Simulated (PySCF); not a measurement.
PySCF input file for AlFGeH₄O, SMILES [GeH3][Al]([OH])[F], TDDFT-CAM-B3LYP/def2-SVPD. The structure is a stationary point at PBE0-D3(BJ)/def2-SVP. The structure was generated by enumeration; whether it is a known compound was not checked. The values are those of a single conformer.

```python
import numpy as np
from pyscf import gto, scf, dft, tdscf

mol = gto.M(
    atom='''
    Al    0.27824897    0.63097963   -0.82137740
    F     1.82885009    0.60873000   -1.43739603
    Ge   -0.34608029   -0.81063802    1.05010847
    H    -0.11855492   -2.29540089    0.70537248
    H     0.50371639   -0.49716174    2.29709823
    H    -1.82761065   -0.62926295    1.42519311
    O    -0.85661679    1.67564404   -1.52041313
    H    -0.70693461    2.27578499   -2.25335934
    ''',
    basis='def2-SVPD',
    charge=0,
    spin=0,
    max_memory=1600,
    verbose=4,
)
mf = dft.RKS(mol, xc='cam-b3lyp').density_fit(auxbasis='def2-universal-jkfit')
mf.grids.level = 3
mf.conv_tol = 1e-9
mf.max_cycle = 100
mf.kernel()
mf.grids = dft.Grids(mol).set(level=1).build(with_non0tab=True)  # coarser grid for the response kernel
td = tdscf.TDDFT(mf)
td.singlet = True
td.nstates = 10
td.conv_tol = 1e-4
td.positive_eig_threshold = 1e-6
td.kernel(x0=td.get_init_guess(mf, 15))
td.analyze()
tt = tdscf.TDA(mf)
tt.singlet = False
tt.nstates = 4
tt.conv_tol = 1e-4
tt.positive_eig_threshold = 1e-6
tt.kernel(x0=tt.get_init_guess(mf, 9))
tt.analyze(verbose=3)
```

It prints:

```
PySCF version 2.14.0

[INPUT] verbose = 4
[INPUT] num. atoms = 8
[INPUT] num. electrons = 66
[INPUT] charge = 0
[INPUT] spin (= nelec alpha-beta = 2S) = 0
[INPUT] symmetry False subgroup None
[INPUT] Mole.unit = angstrom
[INPUT] Symbol           X                Y                Z      unit          X                Y                Z       unit  Magmom
[INPUT]  1 Al     0.278248970000   0.630979630000  -0.821377400000 AA    0.525814347742   1.192378690879  -1.552178330907 Bohr   0.0
[INPUT]  2 F      1.828850090000   0.608730000000  -1.437396030000 AA    3.456025792986   1.150332983806  -2.716284829237 Bohr   0.0
[INPUT]  3 Ge    -0.346080290000  -0.810638020000   1.050108470000 AA   -0.653996965210  -1.531883843960   1.984417409386 Bohr   0.0
[INPUT]  4 H     -0.118554920000  -2.295400890000   0.705372480000 AA   -0.224036329520  -4.337679028183   1.332960803005 Bohr   0.0
[INPUT]  5 H      0.503716390000  -0.497161740000   2.297098230000 AA    0.951886021555  -0.939499528212   4.340886535923 Bohr   0.0
[INPUT]  6 H     -1.827610650000  -0.629262950000   1.425193110000 AA   -3.453683590838  -1.189134635836   2.693224652517 Bohr   0.0
[INPUT]  7 O     -0.856616790000   1.675644040000  -1.520413130000 AA   -1.618771126804   3.166508317860  -2.873164411893 Bohr   0.0
[INPUT]  8 H     -0.706934610000   2.275784990000  -2.253359340000 AA   -1.335912800876   4.300610349496  -4.258232012831 Bohr   0.0

nuclear repulsion = 311.66202032611
number of shells = 58
number of NR pGTOs = 228
number of NR cGTOs = 140
basis = def2-SVPD
ecp = {}


[settings echo left out]
init E= -2495.93057450305
  HOMO = -0.326714739407069  LUMO = -0.0607942015342506  gap/eV = 7.23607
cycle= 1 E= -2496.48831084514  delta_E= -0.558  |g|= 0.974  |ddm|= 2.92
  HOMO = -0.242075124677919  LUMO = -0.00785799373464489  gap/eV = 6.37337
cycle= 2 E= -2496.3241752841  delta_E= 0.164  |g|=  1.4  |ddm|= 2.19
  HOMO = -0.363046480231052  LUMO = -0.010843126096441  gap/eV = 9.58394
cycle= 3 E= -2496.66087857367  delta_E= -0.337  |g|= 0.0793  |ddm|= 1.24
  HOMO = -0.356230851402394  LUMO = -0.00640758212549492  gap/eV = 9.51918
cycle= 4 E= -2496.66168277378  delta_E= -0.000804  |g|= 0.0461  |ddm|= 0.134
  HOMO = -0.356633697227883  LUMO = -0.00622765627082866  gap/eV = 9.53503
cycle= 5 E= -2496.66195790997  delta_E= -0.000275  |g|= 0.00762  |ddm|= 0.0343
  HOMO = -0.356979857544993  LUMO = -0.00635471982889268  gap/eV = 9.54100
cycle= 6 E= -2496.66196839733  delta_E= -1.05e-05  |g|= 0.00475  |ddm|= 0.0126
  HOMO = -0.35702111458153  LUMO = -0.00641029149891567  gap/eV = 9.54061
cycle= 7 E= -2496.6619723376  delta_E= -3.94e-06  |g|= 0.000426  |ddm|= 0.00441
  HOMO = -0.357003519668387  LUMO = -0.00640871660516863  gap/eV = 9.54017
cycle= 8 E= -2496.66197246026  delta_E= -1.23e-07  |g|= 8.02e-05  |ddm|= 0.00194
  HOMO = -0.357004461914269  LUMO = -0.00640867281347535  gap/eV = 9.54020
cycle= 9 E= -2496.66197246425  delta_E= -3.99e-09  |g|= 1.31e-05  |ddm|= 0.000495
  HOMO = -0.357003422763944  LUMO = -0.00640866071553564  gap/eV = 9.54017
cycle= 10 E= -2496.66197246436  delta_E= -1.06e-10  |g|= 3.29e-06  |ddm|= 6.46e-05
  HOMO = -0.357003311420723  LUMO = -0.00640868104608913  gap/eV = 9.54017
Extra cycle  E= -2496.66197246436  delta_E= 9.09e-13  |g|= 2.82e-06  |ddm|= 1.13e-05
converged SCF energy = -2496.66197246436
tot grids = 34136
Overwritten attributes  positive_eig_threshold  of <class 'pyscf.tdscf.rks.TDDFT'>


******** <class 'pyscf.tdscf.rks.TDDFT'> for <class 'pyscf.df.df_jk.DFRKS'> ********
nstates = 10 singlet
deg_eia_thresh = 1.000e-03
wfnsym = None
conv_tol = 0.0001
eigh lindep = 1e-12
eigh level_shift = 0
eigh max_cycle = 100


Excitation energies (eV)
[6.42103404 6.77548036 7.52807911 7.64326928 7.77348724 7.81486456
 7.91012436 8.01094948 8.21151818 8.21671577]

** Singlet excitation energies and oscillator strengths **
Excited State   1:      6.42103 eV    193.09 nm  f=0.0660
      33 -> 35        0.69099
Excited State   2:      6.77548 eV    182.99 nm  f=0.3272
      33 -> 34        0.68257
      33 -> 37        0.10997
Excited State   3:      7.52808 eV    164.70 nm  f=0.0560
      32 -> 35       -0.15459
      33 -> 36       -0.58531
      33 -> 37        0.28734
      33 -> 39        0.10053
Excited State   4:      7.64327 eV    162.21 nm  f=0.0318
      29 -> 35        0.13638
      30 -> 34       -0.50944
      30 -> 36        0.12942
      30 -> 37        0.10495
      32 -> 34        0.39646
Excited State   5:      7.77349 eV    159.50 nm  f=0.0049
      29 -> 35       -0.23064
      31 -> 35       -0.61322
      32 -> 34        0.19515
Excited State   6:      7.81486 eV    158.65 nm  f=0.0639
      29 -> 34        0.40647
      30 -> 35       -0.40451
      31 -> 34        0.11920
      32 -> 35        0.32627
Excited State   7:      7.91012 eV    156.74 nm  f=0.0067
      29 -> 35        0.63877
      30 -> 34        0.13055
      31 -> 35       -0.22615
Excited State   8:      8.01095 eV    154.77 nm  f=0.0305
      29 -> 34        0.13978
      31 -> 34        0.45515
      31 -> 37        0.13122
      32 -> 35       -0.43180
      33 -> 36        0.15537
      33 -> 38       -0.10368
Excited State   9:      8.21152 eV    150.99 nm  f=0.1258
      30 -> 34        0.35983
      30 -> 35        0.16112
      31 -> 35        0.17522
      32 -> 34        0.47068
      32 -> 36        0.19302
Excited State  10:      8.21672 eV    150.89 nm  f=0.0191
      29 -> 34       -0.24403
      29 -> 36        0.11950
      30 -> 34        0.12236
      30 -> 35       -0.49844
      31 -> 34       -0.15956
      32 -> 34        0.15633
      32 -> 35       -0.14612
      33 -> 38       -0.22883

** Transition electric dipole moments (AU) **
state          X           Y           Z        Dip. S.      Osc.
  1         0.1704      0.4603      0.4225      0.4193      0.0660
  2         0.2933      0.8565     -1.0731      1.9712      0.3272
  3        -0.5237      0.0451      0.1647      0.3034      0.0560
  4        -0.1104     -0.2983     -0.2622      0.1699      0.0318
  5        -0.0298     -0.1070     -0.1163      0.0259      0.0049
  6         0.0887      0.3617     -0.4416      0.3337      0.0639
  7         0.0506      0.1346      0.1181      0.0346      0.0067
  8         0.0910     -0.2770      0.2658      0.1557      0.0305
  9         0.2505      0.5383      0.5223      0.6252      0.1258
 10        -0.0722      0.2735      0.1214      0.0948      0.0191

** Transition velocity dipole moments (imaginary part, AU) **
state          X           Y           Z        Dip. S.      Osc.
  1         0.0404      0.1093      0.1003      0.0236      0.0668
  2         0.0741      0.2164     -0.2711      0.1258      0.3368
  3        -0.1486      0.0136      0.0458      0.0244      0.0587
  4        -0.0292     -0.0789     -0.0693      0.0119      0.0282
  5        -0.0082     -0.0299     -0.0326      0.0020      0.0047
  6         0.0292      0.1023     -0.1265      0.0273      0.0634
  7         0.0155      0.0413      0.0362      0.0033      0.0075
  8         0.0264     -0.0822      0.0789      0.0137      0.0310
  9         0.0775      0.1650      0.1607      0.0590      0.1304
 10        -0.0240      0.0853      0.0366      0.0092      0.0203

** Transition magnetic dipole moments (imaginary part, AU) **
state          X           Y           Z
  1         0.2748     -0.0320     -0.0768
  2        -0.0317     -0.0938     -0.0844
  3        -0.0372     -0.1028     -0.1044
  4         0.7508      0.0265     -0.3440
  5         0.4177      0.3587     -0.5478
  6         0.1187      0.3292      0.3163
  7        -0.2981     -0.0015      0.1339
  8         0.1571      0.4308      0.3825
  9         0.3046     -0.1803      0.3493
 10        -0.0572     -0.4764     -0.2687
Overwritten attributes  positive_eig_threshold  of <class 'pyscf.tdscf.rks.TDA'>


******** <class 'pyscf.tdscf.rks.TDA'> for <class 'pyscf.df.df_jk.DFRKS'> ********
nstates = 4 triplet
deg_eia_thresh = 1.000e-03
wfnsym = None
conv_tol = 0.0001
eigh lindep = 1e-12
eigh level_shift = 0
eigh max_cycle = 100


Excitation energies (eV)
[5.27006185 5.94590807 6.53982917 7.09850486]

** Triplet excitation energies and oscillator strengths **
Excited State   1:      5.27006 eV    235.26 nm  f=0.0000
Excited State   2:      5.94591 eV    208.52 nm  f=0.0000
Excited State   3:      6.53983 eV    189.58 nm  f=0.0000
Excited State   4:      7.09850 eV    174.66 nm  f=0.0000
```

The run converged.

Cost: around 4 core-minutes (rough).
